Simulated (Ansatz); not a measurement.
C2H8BNSi can be A, `C=NB(C)[SiH3]`, or B, `BN[SiH2]C=C`.

Isolated molecules relaxed with PBE0-D4/def2-TZVP in Ansatz; ΔE leaves out vibrations. CBS: MP2 limit from def2 TZ/QZ plus the TZ coupled-cluster correction, frozen cores. Functionals use def2-TZVPP. B3LYP here is the variant with VWN-RPA as its local correlation; programs differ in this. Each species was taken in one conformer, which may not be the lowest.

Problem. Which is lower in electronic energy at CCSD(T)/CBS, and by how much? (An estimate is asked.)

Solution. Ansatz gave: B, by 23.3 kcal/mol.

Problem. Give E(B) − E(A) in kcal/mol with PBE0-D4, PBE-D4, CCSD/def2-TZVPP, B3LYP-D4, B3LYP, r2SCAN-D4, B2PLYP. (Best estimate.)

Solution. The calculation gave: PBE0-D4 -16.7, PBE-D4 -12.5, CCSD/def2-TZVPP -23.3, B3LYP-D4 -18.8, B3LYP -18.6, r2SCAN-D4 -16.8, B2PLYP -21.2. None reverses the order clearly.

Largest T1 diagnostic: 0.015.

In def2-TZVPP, CCSD(T) changes the Hartree–Fock value by +6.2 kcal/mol (the triples alone add +1.1 kcal/mol) and MP2 by +4.2 kcal/mol. From PBE to PBE0 (25 % exact exchange), in def2-TZVPP and without D4, E(B) − E(A) moves by −4.2 kcal/mol.
